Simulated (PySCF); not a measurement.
Estimate the missing entries of this data sheet.

Compound: C₂H₈OSSi₂.
InChI=1S/C2H8OSSi2/c1-2-3-6-4-5/h2H,1,6H2,5H3

Conformer (atom-mapped SMILES and torsion angles): `[CH2:1]=[CH:2][O:3][SiH2:4][S:5][SiH3:6]`: C1–C2–O3–Si4 -1°, C2–O3–Si4–S5 -179°, O3–Si4–S5–Si6 -179°.

| property | level | value |
| --- | --- | --- |
| point group | PBE0-D3(BJ)/def2-SVP | Cs |
| rotational constants A, B, C | PBE0-D3(BJ)/def2-SVP | 6.495, 0.756, 0.688 GHz |
| dipole moment | CAM-B3LYP/def2-SVPD | 1.44 D |
| HOMO energy | CAM-B3LYP/def2-SVPD | ? |
| LUMO energy | CAM-B3LYP/def2-SVPD | 0.61 eV |
| lowest singlet excitation | TDDFT CAM-B3LYP/def2-SVPD | 6.02 eV (206 nm, f = 0.001) |
| strongest line among the 10 lowest singlet transitions | TDDFT CAM-B3LYP/def2-SVPD | S6 at 7.00 eV (177 nm, f = 0.329) |
| lowest triplet excitation (Tamm–Dancoff) | TDA CAM-B3LYP/def2-SVPD | ? |
| static isotropic polarisability | CAM-B3LYP/def2-SVPD | 103.5 au |
| vertical ionisation energy | ΔSCF CAM-B3LYP/def2-SVPD | 9.28 eV |
| electronic spatial extent ⟨r²⟩ about the centre of nuclear charge | CAM-B3LYP/def2-SVPD | 1623 bohr² |
| 13C chemical shifts (computed TMS as zero) by class | GIAO PBE0/pcSseg-1 | ? |
| 1H chemical shifts (computed TMS as zero) by class | GIAO PBE0/pcSseg-1 | ? |
| isotropic shieldings of nuclei other than C and H, by class | GIAO PBE0/pcSseg-1 | 213 (1 O), 357 (1 Si), 411 (1 Si), 806 (1 S) ppm |

Electronic properties: PySCF, gas phase, density fitting. Isolated species at its PBE0-D3(BJ)/def2-SVP geometry (one conformer only). NMR classes are plain means over equivalent atoms (diastereotopic ones count apart unless rotation or inversion swaps them), as if these changed places fast; in this geometry the members of some classes differ.

(1) Give the lowest triplet excitation (Tamm–Dancoff).

(2) Give the 1H chemical shifts (computed TMS as zero) by class.

(3) The HOMO energy?

(4) Give the 13C chemical shifts (computed TMS as zero) by class.

Answers

(1) 4.30 eV.

(2) 6.58 (1 H), 5.47 (2 H), 4.53 (3 H), 4.33 (1 H), 4.30 (1 H) ppm.

(3) -8.48 eV.

(4) 157.8 (1 C), 95.2 (1 C) ppm.

The dipole matches unit charges of opposite sign 0.30 Å apart (1 e·Å = 4.8032 D). The rotational constants make it an asymmetric top with κ = (2B − A − C)/(A − C) = -0.98, nearer the prolate limit (−1). The ΔSCF ionisation energy exceeds −ε(HOMO) by 0.80 eV with CAM-B3LYP. A dipole of 1.44 D is allowed in Cs, and pure rotational transitions are dipole-allowed. The vertical singlet–triplet gap S1 − T1 is 1.72 eV (TDDFT singlet less Tamm–Dancoff triplet). With B = h/(8π²I), that is 505.379 GHz u Å² over I, the principal moments of inertia are 77.8, 668.5 and 734.4 u Å² (most abundant isotopes).

For the TDDFT job (CAM-B3LYP/def2-SVPD), on an Arm Neoverse V2 with one thread, no GPU (shared host), this took 3.4 min of wall time and 1.1 GiB of memory at its peak.
